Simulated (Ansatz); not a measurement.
System: C2H8ClSi2, charge 0, multiplicity 2. It need not be the lowest isomer of its formula. SMILES: [CH2][SiH](C)[SiH2]Cl
Coordinates optimised at B3LYP-D3(BJ)/def2-TZVP (Ansatz, a program for electronic structure):
```xyz
13

C     -1.8581     1.4813     0.1570
Si    -0.7728     0.3605     1.1229
C     -1.4425    -1.3921     1.2024
Si     1.3222     0.2931     0.0482
Cl     1.0295    -0.5963    -1.8170
H     -2.4007     1.1445    -0.7195
H     -1.9270     2.5455     0.3510
H     -0.5529     0.9159     2.4850
H     -1.5464    -1.8025     0.1964
H     -0.7692    -2.0420     1.7640
H     -2.4210    -1.4125     1.6850
H      1.9024     1.6345    -0.1906
H      2.3258    -0.5316     0.7647
```
Charge 0, spin multiplicity 2.

Atomisation energy built up term by term with Ansatz (kcal/mol; UHF references for open shells; valence terms freeze the core; atomic spin-orbit terms are left out). Basis-set limits of correlation are two-point, X^-3; Hartree-Fock from the larger set.

```tsv
term	basis	kcal/mol
Hartree-Fock	cc-pV(Q+d)Z	809.72
CCSD correlation	CBS(cc-pV(T+d)Z,cc-pV(Q+d)Z)	230.24
(T)	CBS(cc-pV(T+d)Z,cc-pV(Q+d)Z)	12.79
core correlation	cc-pwCVTZ	2.19
scalar relativity (X2C)	cc-pVTZ-DK against cc-pVTZ	-1.89
sum: De		1053.1
```

(T) makes 1.2 % of the CCSD(T) atomisation energy; under 5 % is typical of single-reference molecules.
